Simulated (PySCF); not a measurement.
Sn(Me)(Cl)3 anion (CH3Cl3Sn), SMILES [CH3][Sn]([Cl])([Cl])[Cl] (connectivity only; charge and spin as stated), charge -1, multiplicity 2.

Geometry optimised at B3LYP-D3(BJ)/def2-SVPD. The spin state was assumed, not searched. The isomer is the one that the SMILES or the coordinates give; other isomers of the formula were not compared. The def2 effective core potentials stand for the cores of Sn; spin–orbit coupling is left out.

All values below come from B3LYP/def2-SVPD run with PySCF.

Gas-phase values at a fixed geometry.

Computed frontier levels, dipole moment and polarisability:
| Quantity | Result |
|---|---|
| α spin, highest occupied and lowest empty level | -1.76 and 3.28 eV |
| β spin, highest occupied and lowest empty level | -3.81 and 0.05 eV |
| dipole moment about the centre of nuclear charge | 1.84 D |
| mean static polarisability | 130.1 bohr³ (19.28 Å³) |
| polarisability, principal values | 111.3, 139.5, 139.5 bohr³ |
| ⟨S²⟩ | 0.753 (pure state 0.75) |
